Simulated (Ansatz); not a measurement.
Nudged elastic band run: BH9SSi3

Input:

```yaml
crystal:
  periodic: [false, false, false]
  atoms:
    - { symbol: B, position_ang: [-2.618902, 0.733893, -0.543193] }
    - { symbol: Si, position_ang: [-1.525922, -0.929, -0.972107] }
    - { symbol: Si, position_ang: [0.349152, -0.993687, 0.50361] }
    - { symbol: Si, position_ang: [1.8822, 0.750491, 0.033134] }
    - { symbol: S, position_ang: [3.583288, 0.71753, 1.374665] }
    - { symbol: H, position_ang: [-3.552063, 0.693352, 0.207674] }
    - { symbol: H, position_ang: [-2.312447, 1.801485, -0.99493] }
    - { symbol: H, position_ang: [-0.991887, -0.897566, -2.360364] }
    - { symbol: H, position_ang: [-2.299611, -2.185961, -0.799587] }
    - { symbol: H, position_ang: [1.047396, -2.297615, 0.380242] }
    - { symbol: H, position_ang: [-0.112466, -0.841224, 1.909833] }
    - { symbol: H, position_ang: [2.465867, 0.588442, -1.316659] }
    - { symbol: H, position_ang: [1.185449, 2.058841, 0.092156] }
    - { symbol: H, position_ang: [2.886745, 0.771818, 2.514228] }
basis:
  gaussian: { orbitals: def2-SVP }
hamiltonian:
  xc: hf
neb:
  order_check: false
  images: 5
  f_tol: 0.03
  max_iterations: 60
  final_atoms:
    - { symbol: B, position_ang: [-2.60688042, 0.7411233, -0.55996035] }
    - { symbol: Si, position_ang: [-1.53262659, -0.94063752, -0.96082283] }
    - { symbol: Si, position_ang: [0.35426639, -0.99251255, 0.49949123] }
    - { symbol: Si, position_ang: [1.87385352, 0.7654457, 0.03700128] }
    - { symbol: S, position_ang: [3.58194858, 0.71686266, 1.36949461] }
    - { symbol: H, position_ang: [-2.30609179, 1.79271649, -1.05196233] }
    - { symbol: H, position_ang: [-3.5238072, 0.72896911, 0.21233884] }
    - { symbol: H, position_ang: [-1.01283734, -0.94653817, -2.35443306] }
    - { symbol: H, position_ang: [-2.31638795, -2.18554675, -0.75137054] }
    - { symbol: H, position_ang: [1.06258537, -2.28998637, 0.3652127] }
    - { symbol: H, position_ang: [-0.09895329, -0.8505671, 1.90967584] }
    - { symbol: H, position_ang: [2.44986043, 0.62706629, -1.31853369] }
    - { symbol: H, position_ang: [1.17145837, 2.06943067, 0.11989001] }
    - { symbol: H, position_ang: [2.89041094, 0.73497324, 2.51268029] }
  initial_path:
    images:
      - { positions_ang: [[-2.618902, 0.733893, -0.543193], [-1.525922, -0.929, -0.972107], [0.349152, -0.993687, 0.50361], [1.8822, 0.750491, 0.033134], [3.583288, 0.71753, 1.374665], [-3.552063, 0.693352, 0.207674], [-2.312447, 1.801485, -0.99493], [-0.991887, -0.897566, -2.360364], [-2.299611, -2.185961, -0.799587], [1.047396, -2.297615, 0.380242], [-0.112466, -0.841224, 1.909833], [2.465867, 0.588442, -1.316659], [1.185449, 2.058841, 0.092156], [2.886745, 0.771818, 2.514228]] }
      - { positions_ang: [[-2.50942168, 0.73174131, -0.55517274], [-1.48499485, -0.91740598, -0.95527179], [0.34258315, -1.00072356, 0.47870153], [1.84702307, 0.74572091, 0.04056549], [3.51841892, 0.68730883, 1.37220349], [-3.01560867, 0.96864377, 0.22305132], [-2.63929949, 1.54810619, -1.06374409], [-0.9614, -0.9015247, -2.34785802], [-2.29861067, -2.12668743, -0.74100492], [1.06383024, -2.28667587, 0.32522673], [-0.11023604, -0.88767022, 1.89346996], [2.37284199, 0.62318889, -1.31733905], [1.09316616, 2.03870088, 0.15359954], [2.76850688, 0.74807597, 2.52227455]] }
      - { positions_ang: [[-2.39994137, 0.72958963, -0.56715248], [-1.44406769, -0.90581196, -0.93843658], [0.33601431, -1.00776012, 0.45379307], [1.81184614, 0.74095083, 0.04799698], [3.45354985, 0.65708765, 1.36974197], [-2.47915433, 1.24393555, 0.23842864], [-2.96615198, 1.29472737, -1.13255818], [-0.93091301, -0.90548341, -2.33535204], [-2.29761034, -2.06741386, -0.68242285], [1.08026447, -2.27573673, 0.27021147], [-0.10800608, -0.93411644, 1.87710692], [2.27981698, 0.65793578, -1.3180191], [1.00088332, 2.01856077, 0.21504308], [2.65026875, 0.72433394, 2.5303211]] }
      - { positions_ang: [[-2.29046105, 0.72743794, -0.57913222], [-1.40314054, -0.89421793, -0.92160137], [0.32944546, -1.01479668, 0.4288846], [1.77666921, 0.73618074, 0.05542847], [3.38868077, 0.62686648, 1.36728046], [-1.9427, 1.51922732, 0.25380596], [-3.29300447, 1.04134856, -1.20137227], [-0.90042601, -0.90944211, -2.32284606], [-2.29661001, -2.00814029, -0.62384077], [1.09669871, -2.2647976, 0.2151962], [-0.10577612, -0.98056266, 1.86074388], [2.18679196, 0.69268267, -1.31869915], [0.90860047, 1.99842065, 0.27648662], [2.53203063, 0.70059191, 2.53836765]] }
      - { positions_ang: [[-2.39593418, 0.73199973, -0.5727416], [-1.44630256, -0.90969113, -0.93467519], [0.3377191, -1.00736864, 0.45242014], [1.80906398, 0.74593573, 0.04928608], [3.45310337, 0.65686521, 1.36801851], [-2.06383059, 1.61039038, -0.18145014], [-3.36993872, 0.93722207, -0.73013524], [-0.93789646, -0.92180746, -2.33337506], [-2.30320266, -2.06727578, -0.66635069], [1.0853276, -2.27319386, 0.2652017], [-0.10350185, -0.9372308, 1.87705454], [2.27448145, 0.67081054, -1.318644], [0.99621977, 2.02209066, 0.22428775], [2.65149073, 0.71205236, 2.5298052]] }
      - { positions_ang: [[-2.5014073, 0.73656151, -0.56635097], [-1.48946457, -0.92516433, -0.94774901], [0.34599274, -0.99994059, 0.47595569], [1.84145875, 0.75569072, 0.04314368], [3.51752597, 0.68686393, 1.36875656], [-2.18496119, 1.70155343, -0.61670624], [-3.44687296, 0.83309559, -0.2588982], [-0.9753669, -0.93417282, -2.34390406], [-2.30979531, -2.12641126, -0.70886062], [1.07395648, -2.28159012, 0.3152072], [-0.10122757, -0.89389895, 1.89336519], [2.36217094, 0.64893841, -1.31858885], [1.08383907, 2.04576067, 0.17208888], [2.77095084, 0.7235128, 2.52124275]] }
      - { positions_ang: [[-2.60688042, 0.7411233, -0.55996035], [-1.53262659, -0.94063752, -0.96082283], [0.35426639, -0.99251255, 0.49949123], [1.87385352, 0.7654457, 0.03700128], [3.58194858, 0.71686266, 1.36949461], [-2.30609179, 1.79271649, -1.05196233], [-3.5238072, 0.72896911, 0.21233884], [-1.01283734, -0.94653817, -2.35443306], [-2.31638795, -2.18554675, -0.75137054], [1.06258537, -2.28998637, 0.3652127], [-0.09895329, -0.8505671, 1.90967584], [2.44986043, 0.62706629, -1.31853369], [1.17145837, 2.06943067, 0.11989001], [2.89041094, 0.73497324, 2.51268029]] }
```

Command:

```bash
$ ansatz run input.yaml --threads 2 --pin off --max-ram 3072MiB --backend cpu --events-out ev --progress --plain --runs-dir out
```

Output, in part (warnings, iteration lines, the closing report on the highest movable image, with atoms numbered from 0):

```
NEB end point (image 0): max|allowed force component| = 1.395e-2 eV/Å (the criterion of neb.relax_end_points is 1.000e-2)
NEB end point (image 6): max|allowed force component| = 8.267e-3 eV/Å (the criterion of neb.relax_end_points is 1.000e-2)
NEB iter   1: max|band force component| = 1.044e1 eV/Å  barrier→ = 2.7608 eV  barrier← = 2.7607 eV  Δτ_max = 0.2000 Å  (235 SCF iters)
NEB iter   2: max|band force component| = 2.915e0 eV/Å  barrier→ = 0.5136 eV  barrier← = 0.5134 eV  Δτ_max = 0.1994 Å  (157 SCF iters)
NEB iter   3: max|band force component| = 2.148e0 eV/Å  barrier→ = 0.3164 eV  barrier← = 0.3162 eV  Δτ_max = 0.1998 Å  (161 SCF iters)
NEB iter   4: max|band force component| = 3.825e-1 eV/Å  barrier→ = 0.0744 eV  barrier← = 0.0743 eV  CI = image 2  Δτ_max = 0.1974 Å  (166 SCF iters)
NEB iter   5: max|band force component| = 5.357e-1 eV/Å  barrier→ = 0.0917 eV  barrier← = 0.0916 eV  CI = image 4  Δτ_max = 0.1007 Å  (163 SCF iters)
NEB iter   6: max|band force component| = 1.660e-1 eV/Å  barrier→ = 0.0539 eV  barrier← = 0.0538 eV  CI = image 3  Δτ_max = 0.0454 Å  (160 SCF iters)
NEB iter   7: max|band force component| = 5.066e-2 eV/Å  barrier→ = 0.0525 eV  barrier← = 0.0524 eV  CI = image 3  Δτ_max = 0.0349 Å  (149 SCF iters)
NEB iter   8: max|band force component| = 5.494e-2 eV/Å  barrier→ = 0.0507 eV  barrier← = 0.0506 eV  CI = image 3  Δτ_max = 0.0175 Å  (147 SCF iters)
NEB iter   9: max|band force component| = 4.918e-2 eV/Å  barrier→ = 0.0498 eV  barrier← = 0.0497 eV  CI = image 3  Δτ_max = 0.0175 Å  (134 SCF iters)
NEB iter  10: max|band force component| = 4.275e-2 eV/Å  barrier→ = 0.0491 eV  barrier← = 0.0490 eV  CI = image 3  Δτ_max = 0.0175 Å  (135 SCF iters)
NEB iter  11: max|band force component| = 1.269e-1 eV/Å  barrier→ = 0.0485 eV  barrier← = 0.0483 eV  CI = image 3  Δτ_max = 0.0087 Å  (143 SCF iters)
NEB iter  12: max|band force component| = 5.041e-2 eV/Å  barrier→ = 0.0482 eV  barrier← = 0.0480 eV  CI = image 3  Δτ_max = 0.0175 Å  (139 SCF iters)
NEB iter  13: max|band force component| = 3.238e-2 eV/Å  barrier→ = 0.0476 eV  barrier← = 0.0475 eV  CI = image 3  Δτ_max = 0.0350 Å  (131 SCF iters)
NEB iter  14: max|band force component| = 4.746e-2 eV/Å  barrier→ = 0.0468 eV  barrier← = 0.0467 eV  CI = image 3  Δτ_max = 0.0175 Å  (160 SCF iters)
NEB iter  15: max|band force component| = 2.863e-2 eV/Å  barrier→ = 0.0465 eV  barrier← = 0.0464 eV  CI = image 3  Δτ_max = 0.0165 Å  (146 SCF iters)
NEB iter  16: max|band force component| = 2.829e-2 eV/Å  barrier→ = 0.0463 eV  barrier← = 0.0461 eV  CI = image 3  Δτ_max = 0.0000 Å  (203 SCF iters)
Total energy: -35206.68036997 eV, -1293.8216396515 hartree
Atom 0 at    -2.638384     0.789438    -0.633350 Å, force     0.000156     0.002260    -0.002058 eV/Å
Atom 1 at    -1.504140    -0.887059    -0.944195 Å, force     0.004821    -0.001674    -0.005290 eV/Å
Atom 2 at     0.402515    -1.040489     0.465269 Å, force    -0.008996     0.003413     0.001831 eV/Å
Atom 3 at     1.904713     0.758793     0.112231 Å, force     0.003776    -0.000540     0.002210 eV/Å
Atom 4 at     3.574369     0.693527     1.492204 Å, force     0.002346    -0.001051     0.001032 eV/Å
Atom 5 at    -2.405836     1.584673     0.233869 Å, force    -0.001400    -0.003020     0.003691 eV/Å
Atom 6 at    -3.586292     1.000394    -1.337757 Å, force    -0.001264    -0.001232     0.001962 eV/Å
Atom 7 at    -1.048097    -0.913412    -2.361646 Å, force    -0.001984     0.002191    -0.000889 eV/Å
Atom 8 at    -2.363002    -2.083599    -0.724477 Å, force     0.001209    -0.000483    -0.001203 eV/Å
Atom 9 at     1.130402    -2.315330     0.241891 Å, force     0.000881     0.002095     0.001376 eV/Å
Atom 10 at    -0.036335    -0.997049     1.886715 Å, force     0.002028     0.002838     0.001565 eV/Å
Atom 11 at     2.523904     0.677545    -1.229596 Å, force     0.000207    -0.001750    -0.000278 eV/Å
Atom 12 at     1.183316     2.051312     0.213388 Å, force    -0.001520    -0.003277    -0.002168 eV/Å
Atom 13 at     2.849667     0.652055     2.614156 Å, force    -0.000261     0.000230    -0.001780 eV/Å
Dipole moment:    -0.404574     0.048223     0.011915 e Å
```

It converged. The band force fell under the threshold earlier too, but the program's further tests of the path sent the band on. A vibrational analysis at the climbing image gives one clearly imaginary mode, 118i cm⁻¹: a first-order saddle point.

Final band (atoms are numbered from 1 in the order of the input):

```csv
image,path coordinate (Å),energy (eV),dihedral H6–B1–Si2–Si3 (°)
0,0.00,0.000,-94
1,0.83,0.009,-70
2,1.66,0.032,-38
3,2.50,0.046,-4
4,3.26,0.034,27
5,4.01,0.011,56
6,4.76,0.000,84
```

Run time: 3 min on 2 threads of Arm Neoverse V1, with other jobs on the host, peak memory 0.31 GiB.
